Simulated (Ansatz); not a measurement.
H7N2SiSn+: where a starting geometry ends

The starting geometry of this gas-phase singlet was optimised with GFN2-xTB.

| atom | x (Å) | y (Å) | z (Å) |
| --- | --- | --- | --- |
| N | -1.1686 | 1.7750 | -1.6336 |
| N | -0.6143 | -0.3540 | 1.9330 |
| Si | -0.7283 | 2.6457 | -0.2459 |
| Sn | 0.6645 | 1.7357 | 1.8645 |
| H | -1.7288 | 2.1458 | -2.3901 |
| H | -0.8812 | 0.8303 | -1.8405 |
| H | -1.4076 | 3.9118 | -0.5708 |
| H | -0.7821 | 2.4318 | 2.7034 |
| H | -0.2617 | -1.1218 | 1.3678 |
| H | -0.5844 | -0.6664 | 2.9011 |
| H | -1.5977 | -0.2334 | 1.7073 |

**Question.** Where would you expect an optimisation with PBE0-D3(BJ)/def2-SVP to take it?

**Answer.** It rearranges, giving a structure given below by its coordinates. Contacts that open: Sn4–H8 (1.81 → 3.47 Å). Contacts that close: Si3–H8 (2.96 → 1.49 Å).

The energy falls by 0.55 eV over 55 steps:

| step | E − E(last) (eV) |
| --- | --- |
| 1 | 0.550 |
| 7 | 0.450 |
| 13 | 0.445 |
| 19 | 0.342 |
| 25 | 0.295 |
| 31 | 0.236 |
| 37 | 0.094 |
| 43 | 0.002 |
| 49 | 0.000 |
| 55 | 0.000 |

Final geometry (Å):

```xyz
11

N    -1.4278    1.3033   -0.5742
N    -0.4170   -0.2913    1.5250
Si   -0.7827    2.7143    0.2930
Sn    0.6372    1.6114    2.3224
H    -2.4317    1.3298   -0.7527
H    -0.9686    1.0873   -1.4592
H     0.0326    3.6093   -0.5784
H    -1.9328    3.4514    0.8972
H     0.2235   -1.0532    1.2854
H    -1.0940   -0.6890    2.1828
H    -0.9289    0.0273    0.6548
```

Frequencies at the end are all real (lowest 36 cm⁻¹). Atoms past krypton carry core potentials, without spin–orbit terms. Run with Ansatz 0.2.0, 100 s on 2 threads of Intel(R) Xeon(R) 6975P-C (Granite Rapids), with other jobs on the host.
